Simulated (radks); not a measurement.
Eu IV, configuration [Xe] 4f3 5d1 6s1 6p1 (not the ground configuration).

Method: non-relativistic Kohn-Sham, PBEsol, spin-unpolarised, spherical densities, point nucleus; relativity is left out, which matters for an element this heavy; computed with a radial shooting solver on a logarithmic mesh with Libxc functionals.

Energy parts (eV):
part                      energy
total                 -283488.63
kinetic                283397.04
electron-nucleus      -668856.95
Hartree                108132.46
exchange-correlation    -6161.18

Orbitals (lengths in bohr, moments of r in powers of bohr; r(max) is where P^2 peaks):
orbital	occ.	eigenvalue (eV)	<r^2>	r(max)	<1/r>
1s	2	-45596.74	0.0007757	0.01597	62.44
2s	2	-7291.200	0.01236	0.08756	14.50
2p	6	-6934.034	0.009202	0.06818	14.52
3s	2	-1657.505	0.08040	0.2444	5.452
3p	6	-1499.315	0.07539	0.2316	5.391
3d	10	-1204.218	0.06048	0.1852	5.287
4s	2	-377.6978	0.3969	0.5559	2.351
4p	6	-315.8887	0.4172	0.5611	2.263
4d	10	-205.7124	0.4675	0.5672	2.073
5s	2	-85.4890	1.995	1.236	0.9910
4f	3	-70.6105	0.6511	0.5476	1.687
5p	6	-66.4568	2.361	1.320	0.9060
5d	1	-36.8376	3.742	1.575	0.7145
6s	1	-26.8853	9.668	2.775	0.4339
6p	1	-21.7094	12.13	3.104	0.3864

The highest occupied level is 6p at -21.709 eV. The electron density at the nucleus is 1.778e+05 e/bohr^3. The density falls to 0.001 e/bohr^3 at r = 4.53 bohr.
